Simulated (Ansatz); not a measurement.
`B[SiH2]N[SiH2]F` → B• + F• + 7 H• + N• + 2 Si•  (atomization)

Isolated molecules relaxed with PBE0-D4/def2-TZVP in Ansatz; ΔE leaves out vibrations. CBS: MP2 limit from def2 TZ/QZ plus the TZ coupled-cluster correction, frozen cores. This one scheme is used for every species, atoms too. DFT in def2-TZVPP. No spin–orbit coupling; open shells (•) take unrestricted orbitals. Spin–orbit coupling would lower the free atoms: a little for B, F, Si. Each species was taken in one conformer, which may not be the lowest.

`B[SiH2]N[SiH2]F`:

Cartesian coordinates in Å:
```
B 1.670 0.337 -0.205
Si 0.537 -1.319 0.056
N -1.082 -0.645 0.190
Si -1.286 1.031 0.082
F 0.076 1.527 -0.680
H 2.280 0.524 -1.213
H 1.971 0.983 0.757
H 0.888 -2.091 1.285
H 0.545 -2.305 -1.063
H -1.885 -1.255 0.179
H -1.266 1.784 1.357
H -2.448 1.430 -0.745
```

| species | ωB97M-V energy (Eh) |
| --- | --- |
| `B[SiH2]N[SiH2]F` | -762.70026 |
| B• | -24.64963 |
| F• | -99.74527 |
| H• | -0.49411 |
| N• | -54.59261 |
| Si• | -289.35250 |

Problem. Work out ΔE.

Solution. ΔE = 7 × (-0.49411) + 2 × (-289.35250) + (-24.64963) + (-99.74527) + (-54.59261) − (-762.70026) = 1.54898 Eh = +4066.8 kJ/mol. CCSD(T)/CBS gives +4051.7 kJ/mol.

Largest T1 diagnostic among the species: 0.014.

From BLYP to BHLYP (50 % exact exchange), in def2-TZVPP and without D4, ΔE moves by −20.6 kJ/mol: exact exchange takes away binding that semilocal exchange gives to molecules. In def2-TZVPP, CCSD(T) changes the Hartree–Fock value by +912.4 kJ/mol (the triples alone add +45.8 kJ/mol) and MP2 by +951.9 kJ/mol; breaking electron pairs costs correlation energy, which Hartree–Fock lacks.

For atomizations the MP2-based limit and the directly extrapolated one differ by several kJ/mol either way, and by 10 to 25 for some Ge, Se and Sn compounds, so smaller differences from it don't rank the levels.
